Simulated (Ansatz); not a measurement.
ClGeH$_{5}$O$_{2}$Si (`[OH][GeH2][SiH](O)Cl`), relaxed with RKS PBE-D4/def2-SVP in Ansatz 0.2.0 from a rough embedded geometry. The force threshold is 0.03 eV/Å; the program also tests the step.

Charge 0, multiplicity 1.

Start:

```xyz
10

O     0.553    0.336    2.045
Ge   -0.781   -0.019    0.984
Si   -0.099    0.125   -1.219
O     1.086   -0.929   -1.528
Cl    0.604    2.079   -1.571
H     1.285   -0.384    1.833
H    -1.914    1.042    1.266
H    -1.316   -1.406    1.270
H    -1.260   -0.088   -2.142
H     1.842   -0.756   -0.938
```

Task: By how much does the energy fall, and how many steps does the optimiser take? (Estimate.)

Result: Ansatz gave: 0.62 eV, in 23 steps, 1 of them rejected.

Task: Which bonds change most? (An estimate is asked.)

Result: Ansatz gave: O1–Ge2 from 1.741 to 1.840 Å; Ge2–Si3 from 2.310 to 2.399 Å; O1–H6 from 1.049 to 0.974 Å; Si3–O4 from 1.616 to 1.666 Å.

Task: Give the relaxed structure. (Best estimate.)

Result: Ansatz gave: 
```xyz
10

O     0.944   -0.293    1.378
Ge   -0.804    0.009    0.887
Si   -0.148    0.197   -1.413
O     1.352   -0.523   -1.321
Cl   -0.061    2.225   -1.911
H     1.053   -0.646    2.279
H    -1.328    1.272    1.627
H    -1.659   -1.226    1.306
H    -0.977   -0.471   -2.463
H     1.628   -0.544   -0.369
```
